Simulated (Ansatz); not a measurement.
Relaxation of the cluster GeS₂ with RKS PBE0-D4/def2-TZVP.

```sh
$ ansatz run in.yaml --threads 4 --pin off --events-out ev --progress --plain --max-ram 3916MiB
```

```yaml
crystal:
  periodic: [false, false, false]
  atoms:
    - {symbol: Ge, position_ang: [0.000440, -0.000100, 0.000260]}
    - {symbol: S, position_ang: [-0.298920, -1.313830, -1.494400]}
    - {symbol: S, position_ang: [0.298480, 1.313940, 1.494140]}
basis:
  gaussian: {orbitals: def2-TZVP}
hamiltonian: {xc: pbe0, dispersion: d4}
scf: {lower_state_search: "off"}
output: {orbitals: {seedname: orbitals}}
relax: {f_tol: 0.02, max_steps: 100}
```

Run time 2.8 s (4 threads of Arm Neoverse V2 on a shared host).

Positions (Å) and forces (eV/Å) at steps 1, 2, 3 of 3:

```xyz
3
step=1 energy=-78176.1534 eV
Ge    0.000    0.000    0.000   -0.004   -0.009   -0.012
S    -0.299   -1.314   -1.494    0.072    0.315    0.359
S     0.298    1.314    1.494   -0.069   -0.306   -0.347
3
step=2 energy=-78176.1600 eV
Ge    0.000    0.000    0.000    0.001    0.005    0.006
S    -0.295   -1.298   -1.476   -0.032   -0.143   -0.162
S     0.295    1.298    1.476    0.032    0.138    0.157
3
step=3 energy=-78176.1616 eV
Ge    0.000    0.000    0.000    0.000    0.000    0.000
S    -0.296   -1.303   -1.482    0.000   -0.001   -0.001
S     0.296    1.303    1.482    0.000    0.001    0.001
```

The structure comes from a short search, and lower isomers may exist.
